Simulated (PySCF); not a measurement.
Isomers of C4H11BO2, from PBE0-D3(BJ)/def2-SVP geometry optimisation, gas phase (PySCF 2.14.0). One conformer each, no zero-point energy, no frequencies.

Task: Which is lowest in electronic energy at this level?
A. `[CH3:1][CH2:2][CH2:3][CH2:4][B:5]([OH:6])[OH:7]` with C1–C2–C3–C4 180°, C2–C3–C4–B5 -179°, C3–C4–B5–O6 -125°, C4–B5–O6–H 180°, C4–B5–O7–H 180°: A = 6454, B = 1001, C = 925.7 MHz, dipole 2.65 D
B. `[CH3:1][CH2:2][CH2:3][O:4][B:5]([CH3:6])[OH:7]` with C1–C2–C3–O4 176°, C2–C3–O4–B5 173°, C3–O4–B5–C6 -1°, O4–B5–O7–H 1°: A = 6396, B = 1116, C = 974.3 MHz, dipole 1.77 D
C. `[OH:1][BH2-:2][O+:3]1[CH2:4][CH2:5][CH2:6][CH2:7]1` with H–O1–B2–O3 97°, O1–B2–O3–C4 60°, B2–O3–C4–C5 -145°, O3–C4–C5–C6 -16°, C4–C5–C6–C7 33°, C5–C6–C7–O3 -39°: A = 5029, B = 1809, C = 1619 MHz, dipole 5.03 D
D. `[CH3:1][CH2:2][O:3][BH:4][O:5][CH2:6][CH3:7]` with C1–C2–O3–B4 -104°, C2–O3–B4–O5 177°, O3–B4–O5–C6 1°, B4–O5–C6–C7 84°: A = 5865, B = 1221, C = 1150 MHz, dipole 1.71 D
E. `[CH3:1][CH2:2][CH2:3][O:4][BH:5][O:6][CH3:7]` with C1–C2–C3–O4 -174°, C2–C3–O4–B5 -98°, C3–O4–B5–O6 177°, O4–B5–O6–C7 -1°: A = 8909, B = 973.7, C = 950.6 MHz, dipole 1.68 D

Result: A. That is `CCCCB(O)O` (1-butaneboronic acid), 3.4 kcal/mol below the next.

```
           SMILES                                       mapped SMILES      E (Eh)  relative (kcal/mol)  relative (kJ/mol)  dipole (D)
        CCCCB(O)O     [CH3:1][CH2:2][CH2:3][CH2:4][B:5]([OH:6])[OH:7]  -333.84422                  0.0                0.0        2.65
        CCCOB(C)O      [CH3:1][CH2:2][CH2:3][O:4][B:5]([CH3:6])[OH:7]  -333.83887                  3.4               14.0        1.77
          CCOBOCC        [CH3:1][CH2:2][O:3][BH:4][O:5][CH2:6][CH3:7]  -333.80774                 22.9               95.8        1.71
          CCCOBOC        [CH3:1][CH2:2][CH2:3][O:4][BH:5][O:6][CH3:7]  -333.80232                 26.3              110.0        1.68
O[BH2-][O+]1CCCC1  [OH:1][BH2-:2][O+:3]1[CH2:4][CH2:5][CH2:6][CH2:7]1  -333.74230                 64.0              267.6        5.03
```
